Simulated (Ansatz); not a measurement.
`C[S][K]` + HBr → `[K][Br]` + CH₃SH at 500 K and 1 bar (ligand exchange at a K–S bond).

Calculated with Ansatz (gas phase, PBE0-D4/def2-TZVP geometries, no zero-point term in ΔE). CCSD(T)/CBS adds triple-zeta CCSD(T) − MP2 to the extrapolated MP2 energy (def2 sets, frozen cores). This one scheme is used for every species. For Br, K outer-core shells are correlated without core-valence functions, which leaves a few kJ/mol of doubt a bond. Scalar relativity is left out up to krypton.

```json
{"species": "`C[S][K]`", "CCSD(T)/CBS energy (Eh)": "-1037.10009", "H − E (kJ/mol)": "129.4", "S (J/(mol·K))": "366.1"}
{"species": "HBr", "CCSD(T)/CBS energy (Eh)": "-2573.91920", "H − E (kJ/mol)": "30.5", "S (J/(mol·K))": "213.7"}
{"species": "`[K][Br]`", "CCSD(T)/CBS energy (Eh)": "-3172.84244", "H − E (kJ/mol)": "18.8", "S (J/(mol·K))": "269.7"}
{"species": "CH₃SH", "CCSD(T)/CBS energy (Eh)": "-438.22835", "H − E (kJ/mol)": "145.1", "S (J/(mol·K))": "283.7"}
```

H − E and S are ideal-gas, rigid-rotor, harmonic terms from PBE0-D4/def2-TZVP. 1 Eh = 2625.50 kJ/mol, R = 8.31446 J/(mol·K).

Question: By hand: ΔE, ΔH, ΔS and ΔG.

Answer: ΔE = (-3172.84244) + (-438.22835) − (-1037.10009) − (-2573.91920) = -0.05150 Eh = -135.2 kJ/mol. Δ(H − E) = 18.8 + 145.1 − 129.4 − 30.5 = 4.0, so ΔH = -131.2 kJ/mol. ΔS = 269.7 + 283.7 − 366.1 − 213.7 = -26.4 J/(mol·K). ΔG = -131.2 − 500 × (-26.4)/1000 = -118.0 kJ/mol.

Question: By hand: the equilibrium constant, and the temperature at which ΔG would vanish if ΔH and ΔS stayed fixed.

Answer: log₁₀ K = −ΔG/(RT ln 10) = 12.3. ΔG = 0 at ΔH/ΔS = 4970 K, far beyond where these terms or the molecules hold.

ΔH outweighs TΔS. A doubt of 5 kJ/mol in ΔE shifts log₁₀ K by 0.5 here. Modes under 60 cm⁻¹, often nearly free rotors, make the harmonic entropy too high. These are equilibria of isolated gas molecules and say nothing of rates. Largest T1 diagnostic: 0.009 (customary marks: 0.02 for closed shells, 0.045 for open ones).
